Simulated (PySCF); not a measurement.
**Ru⁺: ionisation energy**

Ru⁺ [Kr] 4d7 (4F) → Ru²⁺ [Kr] 4d6 (5D), as a difference of total energies. All numbers are calculated (PySCF 2.14, scalar relativity by spin-free X2C-1e, in x2c-TZVPPall). Correlated levels: valence and next inner shell: [Ar] 3d10 frozen. The calculations carry no spin-orbit coupling.

```tsv
method	ionisation energy (eV)
UHF	14.918
MP2 (valence and next inner shell)	16.433
SCS-MP2 (valence and next inner shell)	16.410
CCSD (valence and next inner shell)	16.276
CCSD(T) (valence and next inner shell)	16.361
```

How much does correlation contribute at CCSD(T) (valence and next inner shell)?

16.361 − (14.918) = 1.443 eV, measured against UHF.

The reference lies between the lowest fine-structure levels, while these numbers refer to the centres of the terms.

Errors of the correlated levels include the incompleteness of this basis and the frozen core.

For comparison: 16.76 ± 0.06 eV (semi-empirical (NIST evaluation); NIST Atomic Spectra Database, ionization energies).
